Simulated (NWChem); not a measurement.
BNH$_{4}$O; SMILES NBO

```xyz
7

B     -0.4917    -0.0570     0.0000
H     -1.7017    -0.0700     0.0000
O      0.1346    -1.2702     0.0000
H      1.0950    -1.2137     0.0000
N      0.1805     1.1786     0.0000
H     -0.3244     2.0532     0.0000
H      1.1858     1.2936     0.0000
```
Atoms are numbered in this order, from 1.

All runs: NWChem. Pople sets run with spherical d functions. STO-3G and 3-21G are far too small for this property and stand as cheap habits. Structure relaxed at the PBE0/def2-SVP level. B3LYP is NWChem's, with the RPA form of VWN correlation. GIAO values for the isolated, static molecule; σ is the absolute isotropic shielding, δ = σ(reference) − σ with the isolated reference molecule computed at the same levels (11B: boron trifluoride, 1H: tetramethylsilane, 15N: ammonia, 17O: water).

For level Hartree-Fock/STO-3G:

δ B1 (ppm): 18.5
δ H2 (ppm): 4.16
δ O3 (ppm): 33.2
δ H4 (ppm): 1.70
δ N5 (ppm): 23.6
δ H6 (ppm): 2.35
δ H7 (ppm): 1.57

Estimate the same quantities for level B3LYP/6-31G*.

δ B1 (ppm): 12.9
δ H2 (ppm): 4.38
δ O3 (ppm): 88.6
δ H4 (ppm): 2.43
δ N5 (ppm): 58.7
δ H6 (ppm): 2.07
δ H7 (ppm): 1.39
